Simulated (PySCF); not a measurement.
## Löwdin shares of the frontier orbitals

Species: (LiOH)2 ring, H2Li2O2.
Z-matrix (Å and degrees, PBE0-D3(BJ)/def2-SVP geometry), rows numbered from 1:
```
Li
O   1  1.7578
Li  2  1.7578  1   78.71
O   1  1.7574  2  101.28  3    -0.01
H   2  0.9552  1  140.65  3  -179.96
H   4  0.9552  1  140.66  2  -179.73
```

Computed with TDDFT CAM-B3LYP/def2-SVPD, vertical, gas phase, core orbitals frozen in the response (PySCF).

Kohn–Sham orbitals with the atoms that hold most of them (Löwdin shares over 4%, at most four atoms; ? is withheld):

```json
{"orbital": "HOMO-3", "ε (eV)": "-9.24", "atoms": "O4 41%, O2 41%, Li3 5%, Li1 5%"}
{"orbital": "HOMO-2", "ε (eV)": "-8.98", "atoms": "O4 42%, O2 42%, Li1 4%, Li3 4%"}
{"orbital": "HOMO-1", "ε (eV)": "-8.94", "atoms": "?"}
{"orbital": "HOMO", "ε (eV)": "?", "atoms": "?"}
{"orbital": "LUMO", "ε (eV)": "0.01", "atoms": "Li3 47%, Li1 47%"}
{"orbital": "LUMO+1", "ε (eV)": "0.49", "atoms": "Li1 46%, Li3 46%"}
{"orbital": "LUMO+2", "ε (eV)": "0.96", "atoms": "Li3 45%, Li1 45%"}
```

(1) Give the leading atoms of the HOMO.

(2) Give the leading atoms of the HOMO-1.

(3) What is the HOMO energy, and the HOMO–LUMO gap?

Results:

(1) O2 (bonded to 2 Li and H) 46%; O4 (bonded to 2 Li and H) 46%; H5 (bonded to O) 4%; H6 (bonded to O) 4%. By element: oxygen 91%, hydrogen 9%.

(2) O2 (bonded to 2 Li and H) 45%; O4 (bonded to 2 Li and H) 44%.

(3) ε(HOMO) = -8.34 eV; the gap is 8.36 eV (0.3071 hartree).

Problem. How does S1 compare with the orbital gap of 8.36 eV?

Solution. S1 is at 5.49 eV (f = 0.0000), 2.87 eV below the gap, made of HOMO→LUMO (87%). Without the coupling terms of the response equations the lowest excitation would equal the gap.

Problem. One configuration dominates each of S1, S3, S4, S6 and S8. Which, and how do the shares of the two leading atoms of either orbital change from the occupied to the empty one?

Solution. 
- S1 (5.49 eV, f 0.0000), HOMO→LUMO (87%): O2 46% → at most 4%, O4 46% → at most 4%, Li3 at most 1% → 47%, Li1 at most 1% → 47%
- S3 (6.15 eV, f 0.141), HOMO-1→LUMO (86%): O2 45% → at most 4%, O4 44% → at most 4%, Li3 at most 4% → 47%, Li1 at most 4% → 47%
- S4 (6.24 eV, f 0.0000), HOMO→LUMO+1 (88%): O2 46% → at most 4%, O4 46% → at most 4%, Li1 at most 1% → 46%, Li3 at most 1% → 46%
- S6 (6.80 eV, f 0.0000), HOMO-2→LUMO+1 (82%): O4 42% → at most 4%, O2 42% → at most 4%, Li1 4% → 46%, Li3 4% → 46%
- S8 (6.95 eV, f 0.0000), HOMO-1→LUMO+1 (85%): O2 45% → at most 4%, O4 44% → at most 4%, Li1 at most 4% → 46%, Li3 at most 4% → 46%

Löwdin shares depend on the basis, the more so with diffuse functions.

Hardware: one thread, x86-64 server, no GPU (shared host). Cost: 2.8 s of wall time.

One conformer stands for the species.
